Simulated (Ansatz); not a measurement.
A made-up structure of MgH₂Se, closed shell:

Mg1  (-0.095, -0.915, 0.307)
Se2  (-0.461, 1.161, -1.407)
H3  (0.151, -2.376, 1.492)
H4  (0.405, 2.129, -0.392)
(Å)

It is relaxed with PBE-D4/def2-SVP and then PBE0-D4/def2-TZVP (Ansatz 0.2.0). Atoms count as bonded within 1.22 times the sum of their covalent radii (H–H: 0.88 Å). The end point is not checked to be a true minimum.

Task: Does its bonding change? (Judge from chemistry; the calculation decides.)

Result: The calculation gives: No: no bond forms or breaks.

Where it ends: The first stage lowers the energy by 0.55 eV in 4 steps. It ends as MgH₂Se ([MgH][SeH]):
```json
{"atom": "Mg1", "x (Å)": "-0.0840", "y (Å)": "-0.8169", "z (Å)": "0.2751"}
{"atom": "Se2", "x (Å)": "-0.4117", "y (Å)": "1.0368", "z (Å)": "-1.2553"}
{"atom": "H3", "x (Å)": "0.1345", "y (Å)": "-2.1230", "z (Å)": "1.3318"}
{"atom": "H4", "x (Å)": "0.3612", "y (Å)": "1.9032", "z (Å)": "-0.3517"}
```

Labels in which every atom is bracketed show which atoms are joined, not bond orders.

For scale, one of the runs: PBE0-D4/def2-TZVP relaxation, 92 basis functions, launched by `ansatz run in.yaml --threads 2 --pin off --events-out ev --progress --plain --max-ram 4352MiB`. Hardware: 2 CPU threads of an Intel Xeon Platinum 8259CL, shared host. Wall time about 11 s.
